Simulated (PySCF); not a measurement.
# ethyl propanoate: 4 charge schemes on one density

Species: ethyl propanoate, C5H10O2.
Structure used (PBE0-D3(BJ)/def2-SVP), in Å, numbered top down from 1:
```
atom  x, y, z in Å
C1    -2.728    0.441   -0.205
C2    -1.809   -0.269   -1.173
O3    -0.497    0.291   -1.165
C4     0.332   -0.118   -0.196
O5     0.028   -0.926    0.643
C6     1.674    0.558   -0.308
C7     2.636    0.158    0.791
H8    -2.763    1.519   -0.419
H9    -2.389    0.292    0.829
H10   -3.749    0.039   -0.292
H11   -1.741   -1.341   -0.933
H12   -2.156   -0.158   -2.210
H13    2.072    0.321   -1.309
H14    1.492    1.645   -0.324
H15    2.232    0.413    1.782
H16    3.602    0.667    0.670
H17    2.812   -0.927    0.785
```

Density: PBE0/pcSseg-1 (PySCF); schemes: Mulliken, IAO, Hirshfeld and ESP-fitted. The structure is a single PBE0-D3(BJ)/def2-SVP conformer in the gas phase; no vibrational or solvent corrections.

**Question.** At which atom do the 4 schemes differ most?

**Answer.** At C4: from +0.217 (Hirshfeld) to +0.763 e (ESP-fitted), 0.546 e apart.

**Question.** Which atoms carry the lowest charge in the Mulliken, IAO, Hirshfeld and ESP-fitted schemes?

**Answer.** The schemes don't all agree: Mulliken O3 (-0.475); IAO O5 (-0.472); Hirshfeld O5 (-0.250); ESP-fitted O3 (-0.564).

**Question.** For which atoms does the sign change between the 4 schemes (beyond +0.03 e in one, beyond −0.03 e in another)?

**Answer.** C2.

**Question.** Give the atomic charges in each scheme.

**Answer.** In e:

| atom | environment | Mulliken | IAO | Hirshfeld | ESP-fitted |
| --- | --- | --- | --- | --- | --- |
| C1 | methyl carbon | -0.323 | -0.425 | -0.122 | -0.365 |
| C2 | sp3 carbon bound to oxygen | +0.009 | -0.055 | +0.008 | +0.404 |
| O3 | ester single-bonded oxygen | -0.475 | -0.351 | -0.103 | -0.564 |
| C4 | ester carbonyl carbon | +0.465 | +0.520 | +0.217 | +0.763 |
| O5 | ester carbonyl oxygen | -0.418 | -0.472 | -0.250 | -0.534 |
| C6 | sp3 carbon next to a carbonyl | -0.293 | -0.303 | -0.073 | -0.079 |
| C7 | methyl carbon | -0.267 | -0.410 | -0.117 | -0.317 |
| H8 | methyl hydrogen | +0.121 | +0.142 | +0.040 | +0.106 |
| H9 | methyl hydrogen | +0.139 | +0.154 | +0.040 | +0.111 |
| H10 | methyl hydrogen | +0.121 | +0.146 | +0.050 | +0.081 |
| H11 | methylene hydrogen | +0.128 | +0.147 | +0.039 | -0.011 |
| H12 | methylene hydrogen | +0.125 | +0.150 | +0.047 | +0.013 |
| H13 | methylene hydrogen | +0.150 | +0.161 | +0.050 | +0.057 |
| H14 | methylene hydrogen | +0.148 | +0.160 | +0.049 | +0.064 |
| H15 | methyl hydrogen | +0.125 | +0.147 | +0.041 | +0.084 |
| H16 | methyl hydrogen | +0.118 | +0.141 | +0.043 | +0.098 |
| H17 | methyl hydrogen | +0.127 | +0.149 | +0.041 | +0.087 |

Mean size of the charges over all atoms: IAO 0.237 e, ESP-fitted 0.220 e, Mulliken 0.209 e, Hirshfeld 0.078 e. Each set sums to the total charge, 0, to within 0.001 e. The Hirshfeld scheme divides the density at each point in proportion to the densities of the neutral, spherically averaged free atoms.

**Question.** Sum the charges by element.

**Answer.** 
```csv
element,atoms,Mulliken,IAO,Hirshfeld,ESP-fitted
C,5,-0.409,-0.673,-0.087,+0.407
O,2,-0.893,-0.823,-0.354,-1.098
H,10,+1.302,+1.496,+0.440,+0.691
```

**Question.** How many electrons does the ESP-fitted scheme count on O5?

**Answer.** Z − q = 8 − (-0.534) = 8.534.
